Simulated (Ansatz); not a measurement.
Frontier orbitals of C3H7FGe, SMILES `C=C[CH2][GeH2][F]`.

Total charge 0; spin multiplicity 1. Correlated methods include outer-core shells of Ge, which these sets cover unevenly. Scalar relativity is left out up to krypton. Geometry: relaxed with PBE0-D4/def2-TZVP. It is one conformer, not always the lowest. Basis def2-TZVPP, Ansatz.

Orbital energies of one run (eV). Highest occupied ones, from the top: -6.17, -7.85, -8.04, -8.60, -9.19, -9.44, -9.73, -10.12, -10.73, -11.68, -13.37, -13.99, -17.20, -19.82. Empty: -1.08, -0.29, 0.47, 0.58, 1.41, 1.55.

Which functional gave them?
A. revPBE
B. LC-ωPBE
C. ωB97X-V
D. r2SCANh

A. HOMO energies: revPBE -6.17, LC-ωPBE -9.99, r2SCANh -6.84, ωB97X-V -9.61 eV.

LC-ωPBE has ω = 0.4 bohr⁻¹.
